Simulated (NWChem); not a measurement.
# silylarsine (H5AsSi) in NWChem

SMILES: [SiH3][AsH2]
```xyz
7

Si     1.5569    -0.2999     0.0000
As    -0.7829     0.2106     0.0000
H      2.1686     0.3168     1.2132
H      2.1686     0.3168    -1.2132
H      1.8473    -1.7633     0.0000
H     -1.0721    -0.8105     1.1036
H     -1.0721    -0.8105    -1.1036
```
Charge 0, spin multiplicity 1.

Program: NWChem. All single points use one geometry, from B3LYP/def2-SVP, a minimum by its harmonic frequencies.

Symmetry labels belong to the abelian group Cs used in the runs, with the axes of the coordinates shown.

The Hamiltonian is non-relativistic.

Problem. List the lowest 3 singlet excitations that CIS/def2-SVP gives, with oscillator strengths.

Solution. 
```csv
state,symmetry,energy (eV),wavelength (nm),f
1,a",7.15,173,0.040
2,a',7.80,159,0.291
3,a',8.24,150,0.356
```
